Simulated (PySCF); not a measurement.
Stepwise substitution at one centre (Sn Cl-C2H5). Isolated molecules, 0 K electronic values unless said otherwise. One relaxed conformer stands for each flexible species; it need not be the lowest. Strings in code marks are SMILES.

The HOMO from two functionals at the same geometries (PBE0-D3(BJ)/def2-SVP), both in PySCF: PBE-D3(BJ)/def2-TZVP and PBE0-D3(BJ)/def2-TZVP. 

| species | PBE-D3(BJ)/def2-TZVP (eV) |
|---|---|
| 0 of 4 Cl replaced by C2H5 | -8.30 |
| 1 of 4 Cl replaced by C2H5 (`[Cl][Sn]([CH2]C)([Cl])[Cl]`) | -7.50 |
| 2 of 4 Cl replaced by C2H5 (`C[CH2][Sn]([Cl])([Cl])[CH2]C` (C–C–Sn–Cl torsion 56°, Cl–Sn–C–C torsion -56°)) | -6.70 |
| 4 of 4 Cl replaced by C2H5 (`C[CH2][Sn]([CH2]C)([CH2]C)[CH2]C`) | -5.85 |

What does PBE0-D3(BJ)/def2-TZVP give for each?


- 0 of 4 Cl replaced by C2H5: -9.77
- 1 of 4 Cl replaced by C2H5 (`[Cl][Sn]([CH2]C)([Cl])[Cl]`): -8.74
- 2 of 4 Cl replaced by C2H5 (`C[CH2][Sn]([Cl])([Cl])[CH2]C` (C–C–Sn–Cl torsion 56°, Cl–Sn–C–C torsion -56°)): -7.88
- 4 of 4 Cl replaced by C2H5 (`C[CH2][Sn]([CH2]C)([CH2]C)[CH2]C`): -6.99
Over these rows, drawn at random from the members with no instability flagged (it was tested for open shells, ions and some series alone), PBE minus PBE0-D3(BJ): mean +1.26 eV, from +1.14 eV to +1.47 eV.
